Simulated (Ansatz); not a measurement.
Species: diarsenic, As2, net charge 0, singlet state. SMILES: [As]#[As]
Geometry: optimised at B3LYP-D3(BJ)/def2-TZVP (Ansatz, a first-principles code).

Parts of the frozen-core correlation energy in STO-3G (Ansatz, hartree). Frozen orbitals: 28; correlated occupied orbitals by spin: 5 and 5; virtual: 3 and 3. No spin-orbit coupling. No relativistic terms. The restricted reference is unstable. The program attaches cautions to this run: large difference.

```csv
term,value
reference (HF),-4418.54907
MP2 opposite-spin,-0.09354
MP2 same-spin,…
CCSD correlation,…
(T),…
FCI minus CCSD(T),-0.00285
T1 diagnostic,0.005
largest doubles amplitude,0.218
```

Task: Some entries are withheld; supply them.

Result: 
- MP2 same-spin, value: -0.03179
- CCSD correlation, value: -0.12262
- (T), value: -0.00147
